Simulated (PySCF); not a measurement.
Start geometry of SnEt3F, `C[CH2][Sn]([F])([CH2]C)[CH2]C` from GFN2-xTB (Å):
```
atom  x, y, z in Å
Sn1    0.112    0.021    0.054
C2     0.018   -0.390    2.241
C3    -1.409   -0.716    2.735
H4     0.554    0.489    2.760
H5     0.699   -1.242    2.345
H6    -1.308   -0.978    3.805
H7    -1.990    0.137    2.673
H8    -1.726   -1.524    2.188
C9     1.988   -0.125   -1.021
C10    2.652   -1.481   -0.786
H11    2.615    0.678   -0.771
H12    1.758   -0.037   -2.113
H13    3.468   -1.540   -1.464
H14    2.908   -1.560    0.247
H15    1.973   -2.324   -1.057
C16   -1.399    1.704   -0.676
C17   -1.625    1.616   -2.197
H18   -1.032    2.654   -0.394
H19   -2.330    1.466   -0.147
H20   -2.460    2.333   -2.473
H21   -0.768    1.795   -2.774
H22   -1.961    0.532   -2.497
F23   -0.879   -1.517   -0.701
```

Task: What comes out of this run: PySCF, PBE0-D3(BJ)/def2-SVP geometry optimisation, gas phase, def2 core potentials past Kr?

Result: 
```
atom  x, y, z in Å
Sn1   -0.033   -0.068   -0.042
C2    -0.060   -0.594    2.047
C3    -1.473   -0.783    2.582
H4     0.482    0.191    2.600
H5     0.533   -1.517    2.148
H6    -1.471   -1.066    3.648
H7    -2.071    0.139    2.494
H8    -2.008   -1.573    2.033
C9     1.929   -0.006   -0.930
C10    2.712   -1.294   -0.707
H11    2.457    0.865   -0.508
H12    1.790    0.199   -2.003
H13    3.708   -1.252   -1.180
H14    2.870   -1.497    0.364
H15    2.184   -2.163   -1.129
C16   -1.330    1.558   -0.603
C17   -1.536    1.629   -2.111
H18   -0.893    2.490   -0.209
H19   -2.285    1.407   -0.074
H20   -2.224    2.444   -2.391
H21   -0.588    1.808   -2.644
H22   -1.956    0.690   -2.503
F23   -0.882   -1.618   -0.906
```

The energy falls by 1.014 eV over 18 energy and gradient evaluations, the largest force component goes from 0.0800 to 2.2e-04 Eh/bohr, and the atoms move by 0.180 Å rms after alignment. The bond that changes most is Sn1–C16 (ends: tin bonded to 3 C and F; carbon bonded to C, Sn and 2 H), which shortens by 0.222 Å. Bonds longer at the end by more than 0.005 Å: 8 of 22; shorter: 11. Among the angles that change most is H7–C3–H8, from 116.4° to 107.2°. Among the dihedrals that turn most is C9–Sn1–C2–C3, from -160° to -173°. Rotational constants go from 1175, 1155, 736.4 to 1228, 1208, 784.6 MHz. The orientation of the end geometry is arbitrary; only internal coordinates are fixed.

The run used 199 basis functions and 112 SCF cycles in all. On Intel Xeon Platinum 8259CL at 2.50 GHz, one thread, shared host with 96 logical CPUs at a one-minute load of 12, this took 8.7 min and 0.95 GiB of memory at its peak.

No PBE0-D3(BJ)/def2-SVP frequencies stand behind this structure, so it isn't proved a minimum. The numbers are those of one conformer.
